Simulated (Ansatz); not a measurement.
H₂O + `[Cl][Au]` → `[OH2+][Au-][Cl]`  (adduct formation)

Calculated with Ansatz (gas phase, PBE0-D4/def2-TZVP geometries, no zero-point term in ΔE). CBS: MP2 limit from def2 TZ/QZ plus the TZ coupled-cluster correction, frozen cores. This one scheme is used for every species. Functionals use def2-TZVPP. B3LYP here is the variant with VWN-RPA as its local correlation; programs differ in this. Elements past krypton have def2 core potentials. For Au outer-core shells are correlated without core-valence functions, which leaves a few kJ/mol of doubt a bond. Each species was taken in one conformer, which may not be the lowest.

```tsv
level	ΔE (eV)
r2SCANh-D4	-1.30
r2SCAN0-D4	-1.28
ωB97X-V	-1.22
B3LYP	-1.07
CAM-B3LYP	-1.22
CCSD/def2-TZVPP	-1.16
MP2/def2-QZVPP	-1.40
CCSD(T)/def2-QZVPP	-1.23
```

(1) What does CCSD(T)/CBS give? (Estimate.)

Largest T1 diagnostic among the species: 0.025, so the coupled-cluster value is less sure than usual.

Answers

(1) Ansatz gave: -1.25 eV. The listed levels differ from it by -0.05, -0.03, 0.03, 0.18, 0.03, 0.09, -0.15, 0.02 eV.

Leaving LDA and LC-ωPBE aside and taking each functional with its dispersion term where it has one, the values, not all of them listed here, spread over 0.23 eV, from r2SCAN-D4 to revPBE-D4. LDA lies −0.50 eV from PBE without D4. The D4 term adds −0.07 eV with B3LYP and −0.04 eV with PBE0; it sums over pairs of atoms, weighted by their polarisabilities, and B3LYP, whose exchange is more repulsive, gets the larger term.
